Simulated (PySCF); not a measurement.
HBrF₂GeO (SMILES [OH][Ge]([F])([F])[Br]), singlet, at a GFN2-xTB geometry, atoms displaced at random by about 0.03 Å a coordinate; B3LYP/STO-3G, gradient by finite differences (PySCF).

Here is a job for PySCF.
```python
from pyscf import gto, scf, dft

mol = gto.Mole()
mol.atom = '''
    O     1.994666   -0.025868   -0.321199
    Ge    0.357267   -0.521667    0.024603
    F     0.321843   -1.319555    1.487729
    F    -0.083448   -1.707786   -1.071308
    Br   -0.971399    1.265444   -0.063048
    H     2.654755   -0.743355   -0.330321
'''
mol.basis = 'sto-3g'
mol.charge = 0
mol.spin = 0
mol.verbose = 4
mol.build()

mf = dft.RKS(mol)
mf.xc = 'b3lyp'
mf.conv_tol = 1e-11
mf.kernel()
scan, done = mf.as_scanner(), []
scan.scf_summary = {}
def energy(d):
    c = mol.atom_coords()
    c[4, 1] += d
    e = scan(mol.set_geom_(c, unit='Bohr', inplace=False))
    done.append(scan.converged)
    return e
h = 0.01
fd = (energy(h) - energy(-h)) / (2 * h)
print('dE/dx =', fd)
```

What the program printed (banner, timings and long lists left out):

```
PySCF version 2.14.0

[INPUT] verbose = 4
[INPUT] num. atoms = 6
[INPUT] num. electrons = 94
[INPUT] charge = 0
[INPUT] spin (= nelec alpha-beta = 2S) = 0
[INPUT] symmetry False subgroup None
[INPUT] Mole.unit = angstrom
[INPUT] Symbol           X                Y                Z      unit          X                Y                Z       unit  Magmom
[...]
nuclear repulsion = 736.585048250841
number of shells = 26
number of NR pGTOs = 156
number of NR cGTOs = 52
basis = sto-3g
ecp = {}

******** <class 'pyscf.dft.rks.RKS'> ********
method = RKS
initial guess = minao
damping factor = 0
level_shift factor = 0
DIIS = <class 'pyscf.scf.diis.CDIIS'>
diis_start_cycle = 1
diis_space = 8
diis_damp = 0
SCF conv_tol = 1e-11
SCF conv_tol_grad = None
SCF max_cycles = 50
direct_scf = True
direct_scf_tol = 1e-13
XC library pyscf.dft.libxc version 7.1.2
    S. Lehtola, C. Steigemann, M. J. T. Oliveira, and M. A. L. Marques,  SoftwareX 7, 1–5 (2018)
XC functionals = b3lyp
    P. J. Stephens, F. J. Devlin, C. F. Chabalowski, and M. J. Frisch,  J. Phys. Chem. 98, 11623 (1994)
radial grids:
    Treutler-Ahlrichs [JCP 102, 346 (1995); DOI:10.1063/1.469408] (M4) radial grids

becke partition: Becke, JCP 88, 2547 (1988); DOI:10.1063/1.454033
pruning grids: <function nwchem_prune>
grids dens level: 3
symmetrized grids: False
atomic radii adjust function: <function treutler_atomic_radii_adjust>
small_rho_cutoff = 0
Set gradient conv threshold to 3.16228e-06
Initial guess from minao.
tot grids = 93480
init E= -4865.27449101401
[...]
cycle= 1 E= -4870.50696468528  delta_E= -5.23  |g|= 0.556  |ddm|= 3.11
[...]
cycle= 2 E= -4870.56721679889  delta_E= -0.0603  |g|= 0.424  |ddm|=  1.5
[...]
cycle= 3 E= -4870.62711365899  delta_E= -0.0599  |g|= 0.0938  |ddm|= 0.786
[...]
cycle= 4 E= -4870.62995826668  delta_E= -0.00284  |g|= 0.0315  |ddm|= 0.194
[...]
cycle= 5 E= -4870.63033749078  delta_E= -0.000379  |g|= 0.0019  |ddm|= 0.0574
[...]
cycle= 6 E= -4870.63033919311  delta_E= -1.7e-06  |g|= 0.000641  |ddm|= 0.00668
[...]
cycle= 7 E= -4870.63033944935  delta_E= -2.56e-07  |g|= 9.3e-05  |ddm|= 0.00201
[...]
cycle= 8 E= -4870.63033945317  delta_E= -3.82e-09  |g|= 7.64e-06  |ddm|= 0.000197
[...]
cycle= 9 E= -4870.6303394532  delta_E= -3.18e-11  |g|= 3e-06  |ddm|= 1.96e-05
[...]
cycle= 10 E= -4870.6303394532  delta_E= 5.46e-12  |g|= 8.13e-07  |ddm|= 6.7e-06
[...]
Extra cycle  E= -4870.63033945321  delta_E= -7.28e-12  |g|= 1.02e-06  |ddm|= 3.34e-06
converged SCF energy = -4870.63033945321
[...]
converged SCF energy = -4870.63042838644
[...]
   2 Ge     0.357267000000  -0.521667000000   0.024603000000 AA    0.675136783345  -0.985807758223   0.046492931843 Bohr
   3 F      0.321843000000  -1.319555000000   1.487729000000 AA    0.608195125108  -2.493597556300   2.811400357573 Bohr
   4 F     -0.083448000000  -1.707786000000  -1.071308000000 AA   -0.157693865643  -3.227247819366  -2.024478715056 Bohr
   5 Br    -0.971399000000   1.260152227891  -0.063048000000 AA   -1.835678067676   2.381342585974  -0.119143452702 Bohr
   6 H      2.654755000000  -0.743355000000  -0.330321000000 AA    5.016759877820  -1.404737363326  -0.624216223192 Bohr

******** <class 'pyscf.scf.hf.RKS_Scanner'> ********
method = RKS_Scanner
initial guess = minao
damping factor = 0
level_shift factor = 0
DIIS = <class 'pyscf.scf.diis.CDIIS'>
diis_start_cycle = 1
diis_space = 8
diis_damp = 0
SCF conv_tol = 1e-11
SCF conv_tol_grad = None
SCF max_cycles = 50
direct_scf = True
direct_scf_tol = 1e-13
XC library pyscf.dft.libxc version 7.1.2
    S. Lehtola, C. Steigemann, M. J. T. Oliveira, and M. A. L. Marques,  SoftwareX 7, 1–5 (2018)
XC functionals = b3lyp
    P. J. Stephens, F. J. Devlin, C. F. Chabalowski, and M. J. Frisch,  J. Phys. Chem. 98, 11623 (1994)
radial grids:
    Treutler-Ahlrichs [JCP 102, 346 (1995); DOI:10.1063/1.469408] (M4) radial grids

becke partition: Becke, JCP 88, 2547 (1988); DOI:10.1063/1.454033
pruning grids: <function nwchem_prune>
grids dens level: 3
symmetrized grids: False
atomic radii adjust function: <function treutler_atomic_radii_adjust>
small_rho_cutoff = 0
Set gradient conv threshold to 3.16228e-06
tot grids = 93480
init E= -4870.63105558288
[...]
cycle= 1 E= -4870.63023560503  delta_E= 0.00082  |g|= 0.00242  |ddm|= 0.0184
[...]
cycle= 2 E= -4870.63023599102  delta_E= -3.86e-07  |g|= 0.00239  |ddm|= 0.00983
[...]
cycle= 3 E= -4870.63023837311  delta_E= -2.38e-06  |g|= 0.000329  |ddm|= 0.00491
[...]
cycle= 4 E= -4870.63023840759  delta_E= -3.45e-08  |g|= 0.000139  |ddm|= 0.000746
[...]
cycle= 5 E= -4870.63023841449  delta_E= -6.9e-09  |g|= 7.19e-06  |ddm|= 0.000224
[...]
cycle= 6 E= -4870.63023841453  delta_E= -4.55e-11  |g|= 1.76e-06  |ddm|= 3.48e-05
[...]
cycle= 7 E= -4870.63023841453  delta_E= -1.82e-12  |g|= 1.31e-06  |ddm|= 6.38e-06
[...]
Extra cycle  E= -4870.63023841453  delta_E= 1.82e-12  |g|= 1.73e-06  |ddm|= 5.5e-06
converged SCF energy = -4870.63023841453
dE/dx = -0.009498595363766071
```
